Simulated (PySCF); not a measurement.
C₃H₃BrClF, SMILES Br/C(=C(/F)Cl)C.

Geometry: B3LYP-D3(BJ)/def2-SVP. The structure was generated by enumeration; whether it is a known compound was not checked.

Two levels are set side by side: PBE/def2-TZVP (PySCF) and PBE0/def2-TZVP (PySCF). Same geometry, gas phase. Differences are taken from unrounded values.

```csv
quantity,PBE0,PBE,PBE minus PBE0
orbital gap (eV),6.72,4.48,-2.25
highest occupied level (eV),-7.11,-5.91,1.20
lowest empty level (eV),-0.38,-1.43,-1.05
dipole moment (D),1.32,1.26,-0.06
mean polarisability (bohr³),68.6,70.6,2.1
```

PBE's occupied levels lie high since its potential decays too fast outside the molecule; exact exchange lowers them and widens the gap. PBE's more diffuse valence density responds more strongly to a field. Differences between two approximate levels are no errors against the true value.

Rough cost on one machine, each run with all the roots and properties that it gave: PBE0 against PBE within a factor of 2.
